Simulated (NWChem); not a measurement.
System meant: AlSiH4O3Cl; SMILES [OH][Al]([OH])[O][SiH2]Cl

Input file for NWChem:

```
start job
memory heap 200 mb stack 900 mb global 1100 mb
geometry units angstroms noautoz
  Si    -0.045900    -1.439562    -0.931981
  Cl     0.130860    -2.463957     0.862021
  O      0.198215     0.152332    -0.672308
  Al    -0.008807     1.686220     0.027420
  O     -1.581966     2.232179     0.314635
  O      1.314611     2.670493     0.401154
  H     -1.412246    -1.702921    -1.455538
  H      0.996906    -1.969377    -1.848939
  H     -1.783791     3.086513     0.698884
  H      2.235446     2.438284     0.276853
end
basis spherical
  Si library def2-svp
  Cl library def2-svp
  O library def2-svp
  Al library def2-svp
  H library def2-svp
end
dft
  odft
  mult 2
  xc pbe0
  iterations 150
  mulliken
end
task dft energy
```

End of the output:

```
 Summary of "ao basis" -> "" (spherical)
 ------------------------------------------------------------------------------
       Tag                 Description            Shells   Functions and Types
 ---------------- ------------------------------  ------  ---------------------
 Si                         def2-svp                 8       18   4s3p1d
 Cl                         def2-svp                 8       18   4s3p1d
 O                          def2-svp                 6       14   3s2p1d
 Al                         def2-svp                 8       18   4s3p1d
 H                          def2-svp                 3        5   2s1p

                                 NWChem DFT Module
                                 -----------------

 Summary of "ao basis" -> "ao basis" (spherical)
 ------------------------------------------------------------------------------
       Tag                 Description            Shells   Functions and Types
 ---------------- ------------------------------  ------  ---------------------
 Si                         def2-svp                 8       18   4s3p1d
 Cl                         def2-svp                 8       18   4s3p1d
 O                          def2-svp                 6       14   3s2p1d
 Al                         def2-svp                 8       18   4s3p1d
 H                          def2-svp                 3        5   2s1p

  number of electrons :                   72
  multiplicity        :                    2
 ------------------------------------------------------------------------
  no. of electrons and multiplicity not compatible                  72
 ------------------------------------------------------------------------
 ------------------------------------------------------------------------
  current input line :
    29: task dft energy
 ------------------------------------------------------------------------
 ------------------------------------------------------------------------
 There is an error in the input file
 ------------------------------------------------------------------------
 For more information see the NWChem manual at https://nwchemgit.github.io

0: no. of electrons and multiplicity not compatible:Received an Error in Communication
```

**Question.** Find the fault in this run and fix the input.

**Answer.** The input was rejected before any calculation. Cause: the multiplicity doesn't fit the number of electrons (an even count wants an odd multiplicity, and the reverse). This input runs:
```
start job
memory heap 200 mb stack 900 mb global 1100 mb
geometry units angstroms noautoz
  Si    -0.045900    -1.439562    -0.931981
  Cl     0.130860    -2.463957     0.862021
  O      0.198215     0.152332    -0.672308
  Al    -0.008807     1.686220     0.027420
  O     -1.581966     2.232179     0.314635
  O      1.314611     2.670493     0.401154
  H     -1.412246    -1.702921    -1.455538
  H      0.996906    -1.969377    -1.848939
  H     -1.783791     3.086513     0.698884
  H      2.235446     2.438284     0.276853
end
basis spherical
  * library def2-svp
end
dft
  xc pbe0
  iterations 150
  mulliken
end
task dft energy
```
It converges to -1219.34409 Ha (PBE0/def2-SVP).
